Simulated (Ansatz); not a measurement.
**Molecular dynamics of C3H8 + H4Si**

input.yaml

```yaml
crystal:
  periodic: [false, false, false]
  atoms:
    - { symbol: Si, position_ang: [-0.096007, 0.00842, -2.764512] }
    - { symbol: H, position_ang: [-0.227508, 0.052003, -4.199599] }
    - { symbol: H, position_ang: [-1.222797, 0.67354, -2.15933] }
    - { symbol: H, position_ang: [1.122747, 0.671564, -2.373571] }
    - { symbol: H, position_ang: [-0.054632, -1.364843, -2.328118] }
    - { symbol: C, position_ang: [0.967871, 0.913667, 1.212349] }
    - { symbol: C, position_ang: [-0.465372, 0.352208, 1.326255] }
    - { symbol: C, position_ang: [-0.497682, -1.189175, 1.248961] }
    - { symbol: H, position_ang: [1.421504, 0.627668, 0.254432] }
    - { symbol: H, position_ang: [1.601258, 0.524693, 2.020282] }
    - { symbol: H, position_ang: [0.961597, 2.009388, 1.276334] }
    - { symbol: H, position_ang: [-0.910042, 0.678677, 2.279188] }
    - { symbol: H, position_ang: [-1.086221, 0.770771, 0.518834] }
    - { symbol: H, position_ang: [-1.526994, -1.560414, 1.334662] }
    - { symbol: H, position_ang: [0.09656, -1.629865, 2.060113] }
    - { symbol: H, position_ang: [-0.084383, -1.538403, 0.293721] }
magnetization:
  spin_polarized: true
basis:
  gaussian: { orbitals: STO-3G }
hamiltonian:
  xc: pbe0
  dispersion: d4
md:
  timestep: 0.25
  n_steps: 155
  ensemble: nve_milne
  temperature: 700.0
  initial_velocities: maxwell_boltzmann
  seed: 160712
```

Command:

```bash
$ ansatz run input.yaml --threads 1 --pin off --max-ram 2048MiB --backend cpu --events-out ev --progress --plain --runs-dir out
```

It starts from a relaxed structure.

Output, in part (one step line in 6, the closing report, with atoms numbered from 0):

```
md step     0: t =     0.00 fs  T =   700.0 K  F+E_penalty+E_count = -11047.70222992 eV  E_kin = 1.266748 eV  conserved = -11046.43548193 eV  (21 SCF iters)
md step     6: t =     1.50 fs  T =   510.1 K  F+E_penalty+E_count = -11047.35855258 eV  E_kin = 0.923021 eV  conserved = -11046.43553154 eV  (20 SCF iters)
md step    12: t =     3.00 fs  T =   349.6 K  F+E_penalty+E_count = -11047.06809965 eV  E_kin = 0.632581 eV  conserved = -11046.43551906 eV  (19 SCF iters)
md step    18: t =     4.50 fs  T =   406.4 K  F+E_penalty+E_count = -11047.17091011 eV  E_kin = 0.735402 eV  conserved = -11046.43550778 eV  (21 SCF iters)
md step    24: t =     6.00 fs  T =   326.2 K  F+E_penalty+E_count = -11047.02583311 eV  E_kin = 0.590320 eV  conserved = -11046.43551318 eV  (21 SCF iters)
md step    30: t =     7.50 fs  T =   187.8 K  F+E_penalty+E_count = -11046.77530765 eV  E_kin = 0.339772 eV  conserved = -11046.43553594 eV  (20 SCF iters)
md step    36: t =     9.00 fs  T =   394.8 K  F+E_penalty+E_count = -11047.15001827 eV  E_kin = 0.714484 eV  conserved = -11046.43553418 eV  (21 SCF iters)
md step    42: t =    10.50 fs  T =   417.0 K  F+E_penalty+E_count = -11047.19015386 eV  E_kin = 0.754622 eV  conserved = -11046.43553186 eV  (21 SCF iters)
md step    48: t =    12.00 fs  T =   288.2 K  F+E_penalty+E_count = -11046.95706578 eV  E_kin = 0.521542 eV  conserved = -11046.43552336 eV  (20 SCF iters)
md step    54: t =    13.50 fs  T =   395.3 K  F+E_penalty+E_count = -11047.15081486 eV  E_kin = 0.715306 eV  conserved = -11046.43550904 eV  (20 SCF iters)
md step    60: t =    15.00 fs  T =   504.0 K  F+E_penalty+E_count = -11047.34765020 eV  E_kin = 0.912143 eV  conserved = -11046.43550676 eV  (21 SCF iters)
md step    66: t =    16.50 fs  T =   379.2 K  F+E_penalty+E_count = -11047.12166310 eV  E_kin = 0.686139 eV  conserved = -11046.43552400 eV  (23 SCF iters)
md step    72: t =    18.00 fs  T =   441.7 K  F+E_penalty+E_count = -11047.23478355 eV  E_kin = 0.799245 eV  conserved = -11046.43553810 eV  (20 SCF iters)
md step    78: t =    19.50 fs  T =   569.7 K  F+E_penalty+E_count = -11047.46654283 eV  E_kin = 1.031008 eV  conserved = -11046.43553455 eV  (20 SCF iters)
md step    84: t =    21.00 fs  T =   385.3 K  F+E_penalty+E_count = -11047.13274542 eV  E_kin = 0.697215 eV  conserved = -11046.43553070 eV  (19 SCF iters)
md step    90: t =    22.50 fs  T =   289.4 K  F+E_penalty+E_count = -11046.95923823 eV  E_kin = 0.523720 eV  conserved = -11046.43551801 eV  (23 SCF iters)
md step    96: t =    24.00 fs  T =   380.5 K  F+E_penalty+E_count = -11047.12405509 eV  E_kin = 0.688546 eV  conserved = -11046.43550869 eV  (20 SCF iters)
md step   102: t =    25.50 fs  T =   334.7 K  F+E_penalty+E_count = -11047.04118985 eV  E_kin = 0.605674 eV  conserved = -11046.43551583 eV  (21 SCF iters)
md step   108: t =    27.00 fs  T =   280.8 K  F+E_penalty+E_count = -11046.94359347 eV  E_kin = 0.508057 eV  conserved = -11046.43553632 eV  (19 SCF iters)
md step   114: t =    28.50 fs  T =   475.7 K  F+E_penalty+E_count = -11047.29634534 eV  E_kin = 0.860810 eV  conserved = -11046.43553504 eV  (19 SCF iters)
md step   120: t =    30.00 fs  T =   458.6 K  F+E_penalty+E_count = -11047.26541673 eV  E_kin = 0.829883 eV  conserved = -11046.43553375 eV  (20 SCF iters)
md step   126: t =    31.50 fs  T =   353.3 K  F+E_penalty+E_count = -11047.07485949 eV  E_kin = 0.639322 eV  conserved = -11046.43553778 eV  (20 SCF iters)
md step   132: t =    33.00 fs  T =   403.4 K  F+E_penalty+E_count = -11047.16545703 eV  E_kin = 0.729928 eV  conserved = -11046.43552890 eV  (20 SCF iters)
md step   138: t =    34.50 fs  T =   409.7 K  F+E_penalty+E_count = -11047.17695072 eV  E_kin = 0.741423 eV  conserved = -11046.43552786 eV  (21 SCF iters)
md step   144: t =    36.00 fs  T =   290.3 K  F+E_penalty+E_count = -11046.96083760 eV  E_kin = 0.525293 eV  conserved = -11046.43554474 eV  (20 SCF iters)
md step   150: t =    37.50 fs  T =   389.3 K  F+E_penalty+E_count = -11047.13998481 eV  E_kin = 0.704431 eV  conserved = -11046.43555378 eV  (20 SCF iters)
md step   155: t =    38.75 fs  T =   473.8 K  F+E_penalty+E_count = -11047.29300268 eV  E_kin = 0.857463 eV  conserved = -11046.43553937 eV  (23 SCF iters)
Total energy: -11047.29302343 eV, -405.9805304869 hartree
Atom 0 at    -0.117516     0.004447    -2.736723 Å, force     1.238299    -0.720584    -0.483513 eV/Å
Atom 1 at    -0.431021    -0.846617    -3.859690 Å, force    -0.582258     0.086818     0.119196 eV/Å
Atom 2 at    -1.235580     0.378296    -1.900474 Å, force     0.084117     0.003677    -0.195323 eV/Å
Atom 3 at     0.617422     1.096067    -3.325975 Å, force    -0.322101     0.363732     0.247527 eV/Å
Atom 4 at     0.891360    -0.772978    -2.034830 Å, force    -0.413592     0.267908     0.277659 eV/Å
Atom 5 at     1.052534     0.893299     1.317617 Å, force    -2.679996    -1.136493    -1.583202 eV/Å
Atom 6 at    -0.466939     0.376371     1.283473 Å, force    -0.216807     0.182943     0.143211 eV/Å
Atom 7 at    -0.546355    -1.157558     1.133180 Å, force     2.224491     0.688912    -0.549807 eV/Å
Atom 8 at     1.502035     0.688832     0.328513 Å, force    -0.026683     0.229722     0.339354 eV/Å
Atom 9 at     1.593808     0.342951     2.058258 Å, force     0.593897    -0.584857     0.879220 eV/Å
Atom 10 at     1.091390     1.940751     1.541654 Å, force     0.110207     1.090020     0.141012 eV/Å
Atom 11 at    -1.020431     0.583394     2.228804 Å, force     0.685659     0.383664    -0.251348 eV/Å
Atom 12 at    -1.121274     0.817131     0.483560 Å, force     1.144277     0.122207     0.364481 eV/Å
Atom 13 at    -1.529867    -1.484112     0.942087 Å, force    -1.863616    -0.546080    -0.322712 eV/Å
Atom 14 at    -0.192190    -1.609058     2.037629 Å, force     0.217688    -0.601120     1.012598 eV/Å
Atom 15 at     0.114553    -1.531148     0.338199 Å, force    -0.193581     0.169531    -0.138353 eV/Å
Dipole moment:    -0.065394     0.032859     0.043921 e Å
```

All steps were run. The conserved energy stayed within 0.0094 meV per atom of its start (net change -0.0036 meV per atom), so the integration is sound. A run of 0.039 ps of so small a system gives no equilibrium averages. Limits of this set-up: minimal basis.

The same pairs are bonded in the first frame and the last. Pairs count as bonded within 1.25 times the sum of covalent radii (0.12 Å more for H–H).

Last frame:

```xyz
16
Properties=species:S:1:pos:R:3
Si -0.117 0.004 -2.737
H -0.431 -0.847 -3.860
H -1.236 0.378 -1.901
H 0.617 1.096 -3.326
H 0.891 -0.773 -2.035
C 1.052 0.893 1.318
C -0.467 0.376 1.284
C -0.546 -1.158 1.133
H 1.502 0.689 0.329
H 1.594 0.343 2.058
H 1.091 1.941 1.542
H -1.020 0.583 2.229
H -1.121 0.817 0.484
H -1.530 -1.484 0.942
H -0.192 -1.609 2.038
H 0.115 -1.531 0.338
```

Run time: 9.4 min on 1 thread of Arm Neoverse V1, with other jobs on the host, peak memory 0.14 GiB.
